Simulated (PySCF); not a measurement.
**Electronic structure of Se²⁺ (selenium, charge +2) at the UHF level**

Configuration: [Ar] 3d10 4s1 4p2 5s1, high-spin 5P determinant (an excited configuration). Computed with PySCF 2.14 in aug-cc-pVQZ-DK (8s7p5d3f2g, 93 functions), with scalar relativity by spin-free X2C-1e.

| Property | Result |
| --- | --- |
| Total energy | -2426.131861 hartree |
| One-electron energy | -3343.2518 hartree |
| Hartree (Coulomb) energy | 1003.3928 hartree |
| Exchange energy | -86.2728 hartree |
| ⟨S²⟩ | 6.0010 |
| ⟨L²⟩ | 3.401 |
| Sum of ⟨r⟩ | 21.62 bohr |
| Sum of ⟨r²⟩ | 35.80 bohr² |
| Traceless quadrupole moment −½Σ⟨3z² − r²⟩ along its main axis | 5.48 e·bohr² |
| Langevin diamagnetic susceptibility | -28.4 ×10⁻⁶ cm³/mol |

```
shell  electrons  mean orbital energy (eV)  spread (eV)  rms radius, mean of both spins (bohr)
 1s α          1                  -12767.0            0                                 0.0508
 1s β          1                  -12766.4            0                                 0.0508
 2s α          1                   -1726.2            0                                  0.212
 2s β          1                   -1725.7            0                                  0.212
 2p α          3                   -1517.2        0.140                                  0.189
 2p β          3                   -1516.7        0.238                                  0.189
 3s α          1                   -280.78            0                                  0.613
 3s β          1                   -279.25            0                                  0.613
 3p α          3                   -212.87        0.074                                  0.635
 3p β          3                   -211.77        0.656                                  0.635
 3d α          5                   -100.36        0.543                                  0.690
 3d β          5                   -99.716        0.649                                  0.690
 4s α          1                   -51.943            0                                   1.76
 4p α          2                   -36.522            0                                   2.05
 5s α          1                   -15.810            0                                   4.01
```

⟨L²⟩ = 3.40 against 2 for a pure P term, so this real determinant mixes terms. The outer electron is Rydberg-like, and this basis confines it to a smaller radius and binds it less than a complete one would.

Densities and radii are taken from the X2C orbitals without a picture-change correction, which distorts them close to the nucleus.

Spin-orbit constants ζ (cm⁻¹) from the X2C one-electron operator on these orbitals: bare nucleus, nucleus screened by l(l+1)(2l+1)/3 electrons, and screened by the Breit-Pauli mean field of the electrons.

```
shell    bare  screened nucleus  mean field
   2p  231700            218100         n/a
   3p   32560             30640         n/a
   3d    3908              2759         n/a
   4p    2869              2700         n/a
```

To first order the Landé constant is A = 675.1 cm⁻¹, so the lowest level has J = 1 and lies 0.251 eV below the centre of the term. This holds in LS coupling only.
